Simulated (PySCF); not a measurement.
Vertical excitations of a molecule Cl2H5NSi2 from PySCF with TDA-PBE/def2-SVPD, as energy in eV (oscillator strength): 6.24 (0.024), 6.56 (0.127), 6.62 (0.000), 6.68 (0.001), 6.91 (0.003), 6.98 (0.004), 7.03 (0.001), 7.05 (0.045), 7.18 (0.028), 7.19 (0.070). Lowest triplet (TDA): 5.91 eV. The structure is a stationary point at PBE0-D3(BJ)/def2-SVP. Other conformers were not sampled.

Question: Which structure fits?
(A) Cl[SiH2]N[SiH2]Cl
(B) [SiH3]N[SiH](Cl)Cl
(C) N[Si@@H](Cl)[SiH2]Cl
(D) N[Si]([SiH3])(Cl)Cl

Answer: A, Cl[SiH2]N[SiH2]Cl
